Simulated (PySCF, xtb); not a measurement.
CH9FN2Si2, SMILES N[SiH2]N[SiH2]CF. Other conformers were not sampled.

Harmonic wavenumbers (cm⁻¹) from GFN2-xTB (xtb) at its own minimum, in rising order: 22, 43, 67, 87, 160, 172, 223, 317, 340, 443, 477, 506, 552, 623, 629, 710, 738, 752, 758, 782, 801, 813, 908, 981, 1031, 1201, 1202, 1277, 1451, 1526, 2207, 2239, 2243, 2265, 2959, 2967, 3466, 3485, 3521.

**Question.** What does B3LYP-D3(BJ)/def2-SVP run with PySCF give at its own minimum? (Estimate from the structure and the level; the computed values follow.)

**Answer.** 23, 39, 81, 145, 174, 201, 282, 326, 363, 437, 482, 587, 648, 702, 709, 796, 848, 872, 880, 894, 939, 944, 971, 986, 1059, 1189, 1232, 1308, 1455, 1538, 2180, 2211, 2230, 2233, 3007, 3061, 3571, 3574, 3666. Paired by order, the mean absolute difference is 55 cm⁻¹ and the zero-point energies are 64.3 and 67.0 kcal/mol.
